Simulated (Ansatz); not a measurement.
One geometry of Ag8Te4⁺, several levels of theory.

```yaml
crystal:
  periodic: [false, false, false]
  atoms:
    - {symbol: Ag, position_ang: [-1.463271, 0.634457, 2.748785]}
    - {symbol: Ag, position_ang: [0.814990, 1.159035, 1.027759]}
    - {symbol: Ag, position_ang: [2.026217, 0.897513, -1.577149]}
    - {symbol: Ag, position_ang: [-0.412304, 0.089472, -2.687772]}
    - {symbol: Ag, position_ang: [-1.557271, 2.934860, 1.283785]}
    - {symbol: Ag, position_ang: [-0.426939, -2.252883, -1.000209]}
    - {symbol: Ag, position_ang: [2.048003, -1.433029, 0.125364]}
    - {symbol: Ag, position_ang: [-1.716960, 0.319100, -0.124566]}
    - {symbol: Te, position_ang: [1.756603, -1.718305, -2.609218]}
    - {symbol: Te, position_ang: [-1.658942, -2.021121, 1.435836]}
    - {symbol: Te, position_ang: [0.887957, -1.175829, 2.593832]}
    - {symbol: Te, position_ang: [-0.298083, 2.566739, -1.216438]}
basis:
  gaussian: {orbitals: def2-TZVP, initial_orbitals: start.molden}
total_charge: 1
magnetization: {spin_polarized: true, initial_magnetization: 1}
correlation: {method: mp2}
scf: {omitted_lower_state_checks: [starts]}
output: {orbitals: {seedname: orbitals}}
```

The file start.molden holds the orbitals of an earlier run on this structure, at another level or in another basis.

```sh
$ ansatz run in.yaml --threads 2 --pin off --events-out ev --progress --plain --max-ram 32768MiB --backend cuda --devices 0, --max-vram 18GiB
```

It prints (some lines left out):

```
Functional definition: HF
5040 factors; integrals over basis functions are off by at most 2.4e-4 eV
mean field evaluation 1: about -60872.5550 eV, gradient 2.4e1 eV
mean field evaluation 2: about -60876.3355 eV, gradient 3.3e0 eV
mean field evaluation 4: about -60876.5978 eV, gradient 3.1e-1 eV
mean field evaluation 8: about -60876.5990 eV, gradient 1.1e-5 eV
mean field -60876.59901896 eV, -2237.1737503058 hartree, gradient 1.8e-6 eV, S^2 0.765746; 0 other end points of the search recorded, 0 dependent functions left out
16 core orbitals not correlated: weight in the atoms' cores, before any rotation towards them, 1.000 or more for the frozen orbitals, at most 0.000 for the correlated occupied ones
reference -60876.59901896 eV, -2237.1737503058 hartree; 108, 107 occupied and 396, 397 virtual orbitals, 5040 factors
second order -159.28995108 eV of doubles, -0.00000000 eV of singles
Total energy: -61035.88897003 eV, -2243.0275480373 hartree
Checks for a lower state left out: starts
```

It took 19 s on 2 threads of AMD EPYC 7R13 on a shared host and a share (18 GiB) of an NVIDIA H100 80GB HBM3, peak host memory 1.3 GiB.

The first input with `gaussian: {orbitals: def2-SVP, initial_orbitals: start.molden}`, `hamiltonian: {xc: pbe, dispersion: d4}` and without the key `correlation` (abridged; 12 s):

```
Functional definition: PBE
mean field -61174.10855305 eV, -2248.1070240245 hartree, gradient 2.3e-5 eV, S^2 0.751917
Total energy: -61176.12064629 eV, -2248.1809670872 hartree
Checks for a lower state left out: starts
```

Geometry: PBE-D4/def2-SVP.

In the def2 sets Ag, Te take a core potential; there is no spin–orbit coupling. Correlated methods freeze 16 core orbitals; core or outer-core shells of Ag, Te are correlated, in sets that lack core-valence functions. Another isomer (doublet) lies 0.52 eV lower at PBE0-D4/def2-TZVP; other spin states weren't run for this one.
